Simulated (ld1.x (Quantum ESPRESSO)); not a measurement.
# Sn (Z = 50) PAW: all-electron and pseudo phase curves

```
Element                 : Sn (Z = 50)
Generator               : ld1.x (Quantum ESPRESSO) 7.5
Type                    : PAW
Functional              : LDA (PZ)
Relativity              : scalar-relativistic
Frozen core             : [Kr] 4d10
Valence charge          : 4
Reference configuration : 5s2 5p1 (charge +1)
Partial waves           : 5s (bound): rcut 1.75, rcutus 1.95 bohr; 5s channel at 3.85 Ry: rcut 1.75, rcutus 1.95 bohr; 5p (bound): rcut 2.00, rcutus 2.75 bohr; 5p channel at 1.85 Ry: rcut 2.00, rcutus 2.75 bohr; 5d channel at 0.4 Ry: rcut 1.70, rcutus 2.25 bohr; 5d channel at 2.75 Ry: rcut 1.70, rcutus 2.25 bohr
Local potential         : all-electron potential smoothed inside 1.80 bohr (lloc = -1)
Core correction         : Bessel-smoothed model core, default radius (core density twice the valence density)
Augmentation charge     : PSQ, inside the norm-conserving radii
```

The phase is arctan(r·u′/u) with u = r·R(r), unwrapped; energies in Ry, scanned from -3 to 5 Ry. A pole is an energy at which the radial function vanishes at the test radius. The pseudo phase is shifted by a multiple of π to meet the all-electron one at the reference energy, and phase errors are pseudo minus all-electron; the curves can meet again beyond the range given. Levels narrower than the energy grid can be missing from the lists of poles.

```tsv
channel	radius (bohr)	reference energy (Ry)	poles, all-electron	poles, pseudo	unbroken range about the reference energy with phases within 0.05 rad	phase error 1 Ry above the reference energy (rad)
s	2.99	-1.33	-0.66	-0.66	the whole range	-0.000
p	2.99	-0.77	0.37	0.37, 4.65	below 2.9	-0.001
d	2.99	0.40	-2.47, 2.24	-0.90, 2.24	-0.7 to 4.6	+0.001
```

Note: ghost state, extra bound levels that the all-electron valence spectrum of the same l lacks: d at -12.4 eV. A true bound ghost makes a file unfit for plane-wave use.

Phases in the p channel:

```json
{"E (Ry)": "-3.00", "all-electron": "1.323", "pseudo": "1.322"}
{"E (Ry)": "-2.76", "all-electron": "1.304", "pseudo": "1.303"}
{"E (Ry)": "-2.52", "all-electron": "1.280", "pseudo": "1.279"}
{"E (Ry)": "-2.28", "all-electron": "1.249", "pseudo": "1.248"}
{"E (Ry)": "-2.04", "all-electron": "1.206", "pseudo": "1.206"}
{"E (Ry)": "-1.80", "all-electron": "1.144", "pseudo": "1.143"}
{"E (Ry)": "-1.56", "all-electron": "1.041", "pseudo": "1.040"}
{"E (Ry)": "-1.32", "all-electron": "0.847", "pseudo": "0.846"}
{"E (Ry)": "-1.08", "all-electron": "0.401", "pseudo": "0.400"}
{"E (Ry)": "-0.84", "all-electron": "-0.453", "pseudo": "-0.453"}
{"E (Ry)": "-0.60", "all-electron": "-1.051", "pseudo": "-1.051"}
{"E (Ry)": "-0.36", "all-electron": "-1.306", "pseudo": "-1.306"}
{"E (Ry)": "-0.12", "all-electron": "-1.435", "pseudo": "-1.435"}
{"E (Ry)": "0.12", "all-electron": "-1.513", "pseudo": "-1.514"}
{"E (Ry)": "0.36", "all-electron": "-1.568", "pseudo": "-1.569"}
{"E (Ry)": "0.60", "all-electron": "-1.611", "pseudo": "-1.612"}
{"E (Ry)": "0.84", "all-electron": "-1.648", "pseudo": "-1.649"}
{"E (Ry)": "1.08", "all-electron": "-1.683", "pseudo": "-1.683"}
{"E (Ry)": "1.32", "all-electron": "-1.719", "pseudo": "-1.719"}
{"E (Ry)": "1.56", "all-electron": "-1.758", "pseudo": "-1.758"}
{"E (Ry)": "1.80", "all-electron": "-1.804", "pseudo": "-1.804"}
{"E (Ry)": "2.04", "all-electron": "-1.863", "pseudo": "-1.863"}
{"E (Ry)": "2.28", "all-electron": "-1.947", "pseudo": "-1.948"}
{"E (Ry)": "2.52", "all-electron": "-2.079", "pseudo": "-2.085"}
{"E (Ry)": "2.76", "all-electron": "-2.318", "pseudo": "-2.342"}
{"E (Ry)": "3.00", "all-electron": "-2.791", "pseudo": "-2.882"}
{"E (Ry)": "3.24", "all-electron": "-3.494", "pseudo": "-3.648"}
{"E (Ry)": "3.48", "all-electron": "-3.992", "pseudo": "-4.119"}
{"E (Ry)": "3.72", "all-electron": "-4.243", "pseudo": "-4.347"}
{"E (Ry)": "3.96", "all-electron": "-4.379", "pseudo": "-4.475"}
{"E (Ry)": "4.20", "all-electron": "-4.462", "pseudo": "-4.564"}
{"E (Ry)": "4.44", "all-electron": "-4.519", "pseudo": "-4.639"}
{"E (Ry)": "4.68", "all-electron": "-4.560", "pseudo": "-4.726"}
{"E (Ry)": "4.92", "all-electron": "-4.592", "pseudo": "-4.895"}
```
